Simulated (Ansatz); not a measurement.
Cost and result for the atomization energy of `[Cl][In]([Cl])[GeH3]` (7 atoms, 6 bonds).

Z-matrix (Å, degrees):
```
Ge
In 1 2.585
H 1 1.533 2 109.2
H 1 1.533 2 108.9 3 -120.8
H 1 1.534 2 108.1 3 119.8
Cl 2 2.327 1 124.7 3 -15.2
Cl 2 2.327 1 124.5 3 165.3
```

The species carries charge 0 and has multiplicity 1. Correlated methods include outer-core shells of Ge, In, which these sets cover unevenly. Scalar relativity is left out up to krypton. In takes the def2 core potential. The structure was optimised at the PBE0-D4/def2-TZVP level. Program: Ansatz. All runs use 4 threads of a server CPU on a shared host. Times are those of one run each, without the atoms' runs, and a repeat can differ threefold. Electronic energies, without spin–orbit coupling; frozen cores. CCSD(T)/CBS adds CCSD(T) − MP2 in def2-TZVPP to the MP2 limit, and its time is that of the two runs behind it. T1 = 0.012. With those shells the extrapolation isn't a true limit.

CCSD(T)/CBS is a level of theory with its own doubt, some kJ/mol a heavy atom from the limit and from the frozen cores, so smaller differences don't rank the functionals.

```
                             level  functions  wall time  atomization (kcal/mol)  difference from CCSD(T)/CBS  per bond
            LDA (SPW92)/def2-TZVPP        224      1.4 s                   475.3                         51.4       8.6
              revPBE-D4/def2-TZVPP        224      2.4 s                   404.2                        -19.7      -3.3
   PBE-D4/def2-TZVPP (with forces)        224      2.6 s                   416.3                         -7.6      -1.3
                BLYP-D4/def2-TZVPP        224      2.6 s                   403.6                        -20.3      -3.4
               BHLYP-D4/def2-TZVPP        224      4.5 s                   407.0                        -16.9      -2.8
r2SCAN-D4/def2-TZVPP (with forces)        224        6 s                   423.1                         -0.8      -0.1
               PBE-QIDH/def2-TZVPP        224        7 s                   418.2                         -5.7      -0.9
                  CCSD(T)/def2-SVP        109      7.5 s                   389.4                        -34.5      -5.7
                ωB97X-V/def2-TZVPP        224       11 s                   424.9                          1.0       0.2
                 B97M-V/def2-TZVPP        224       11 s                   428.7                          4.8       0.8
                    MP2/def2-QZVPP        401       21 s                   421.0                         -2.9      -0.5
                CCSD(T)/def2-TZVPP        224    3.1 min                   411.8                        -12.1      -2.0
                 CCSD(T)/CBS(def2)          –    3.5 min                   423.9                          0.0       0.0
```

In def2-TZVPP, CCSD(T) changes the Hartree–Fock value by +102.3 kcal/mol (the triples alone add +7.1 kcal/mol) and MP2 by +104.4 kcal/mol; breaking electron pairs costs correlation energy, which Hartree–Fock lacks. Leaving LDA and LC-ωPBE aside and taking each functional with its dispersion term where it has one, the values spread over 25.0 kcal/mol, from BLYP-D4 to B97M-V. LDA lies +63.2 kcal/mol from PBE without D4, its usual overbinding. From BLYP to BHLYP (50 % exact exchange), in def2-TZVPP and without D4, the atomization energy moves by +5.0 kcal/mol.

Spin–orbit coupling would lower the free In atoms strongly, and the atomization energy with them, by more than many differences here. For some Ge, Se and Sn compounds the MP2-based and the directly extrapolated limit differ by 10 to 25 kJ/mol.
